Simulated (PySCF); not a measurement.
B(F)2(iPr) (C3H7BF2), SMILES CC(C)B(F)F.

The structure is a stationary point at PBE0-D3(BJ)/def2-SVP. One conformer was computed; it need not be the lowest.

Level of theory: M06-2X/def2-TZVP (PySCF).

Symmetry labels are those of the subgroup Cs that the program uses (full group Cs).

Computed valence orbital energies around the gap with their symmetry:
```
orbital  symmetry  energy (eV)
-------  --------  -----------
HOMO−7         A'       -14.29
HOMO−6         A"       -14.22
HOMO−5         A'       -13.63
HOMO−4         A"       -12.79
HOMO−3         A"       -12.32
HOMO−2         A'       -11.16
HOMO−1         A"       -11.14
HOMO           A'       -10.28
LUMO           A'         0.88
LUMO+1         A'         1.48
LUMO+2         A'         2.56
LUMO+3         A"         2.61
```
